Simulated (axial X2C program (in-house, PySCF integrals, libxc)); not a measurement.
What spin–orbit coupling does to CsB

Computed with an in-house all-electron X2C program for linear molecules (integrals from PySCF). Spin-free means the one-electron spin-free X2C Hamiltonian; two-component (2c) means X2C with spin–orbit coupling and atomic mean-field two-electron Coulomb and Gaunt terms, so the difference of the two also holds small scalar two-electron terms. Basis: Cs dyall-cv3z [15s15p9d4f1g], B dyall-v3z [7s6p2d1f] (cores contracted in-house); Gaussian nuclei, density fitting, unrestricted open shells. Masses: Cs 132.905 u, B 11.009 u.

Spin-free state: M_S = 1, Λ = 1 (beyond evenly filled blocks: σα, π+α); fragments Cs + B.

```tsv
level	Re (Å)	ωe (cm⁻¹)	De (eV)	μ (D)
PBE0	3.061	241.7	1.043	-8.59
HF	3.187	240.7	0.373	-11.29
CCSD	3.102	244.5	0.733	n/a
CCSD(T)	3.093	244.5	0.768	n/a
BLYP	3.151	210.1	0.869	-6.96
```

Correlated methods: 12 electrons correlated (number of frozen shells: Cs 4 s, 3 p, 2 d; B 1 s), 274 virtual spin orbitals or spinors in MP2, 90 natural virtuals in coupled cluster.

Dipoles are positive if B is the positive end.

Two-component determinant lowest at the distance of the search:

Ω = 2 (⟨Sz⟩ = 1.00, ⟨Lz⟩ = 1.00 at HF); fragments Cs + B.

| level | Re (Å) | ωe (cm⁻¹) | De (eV) | μ (D) |
| --- | --- | --- | --- | --- |
| PBE0 | 3.062 | 241.5 | 1.040 | -8.58 |
| HF | 3.188 | 240.5 | 0.337 | -11.28 |
| CCSD | 3.103 | 244.3 | 0.730 | n/a |
| CCSD(T) | 3.094 | 244.2 | 0.764 | n/a |
| BLYP | 3.152 | 209.9 | 0.865 | -6.95 |

Q: From the two tables, how do the constants change at the CCSD(T) level (2c against spin-free)?

A: At the CCSD(T) level Re rises by 0.001 Å and ωe goes down by 0.3 cm⁻¹; De changes by -0.004 eV.

De is counted from the lowest determinant-based energies of the atoms at the same level, without counterpoise correction. Density functionals use the spin component along the axis (collinear). CCSD and (T) use frozen natural virtuals with an MP2 correction for the truncation; (T) itself is uncorrected, so its De runs slightly low. In 2c an atomic determinant is not the ground J level, so De misses part of the atomic spin–orbit lowering. This holds for PBE0, BLYP. Without a current term, density functionals place determinants with orbital angular momentum somewhat too high. The state is one determinant with fixed occupations, lowest in a PBE0 search at one distance only: followed along the bond, the 2c determinant Ω = 1 reaches 0.07 eV lower at PBE0, so the state shown is not the lowest. With several unpaired electrons one determinant need not be a pure state. A state of lower Ω lies just above, and one determinant can place such states too high, so the state shown need not be the lowest. The search has Ω = 1 only 0.07 eV up. Open-shell Ω = 0 determinants with evenly filled partner blocks cannot be reached by this program, so the Ω shown need not be the lowest component. At some level and bond length an empty orbital lies below a filled one.
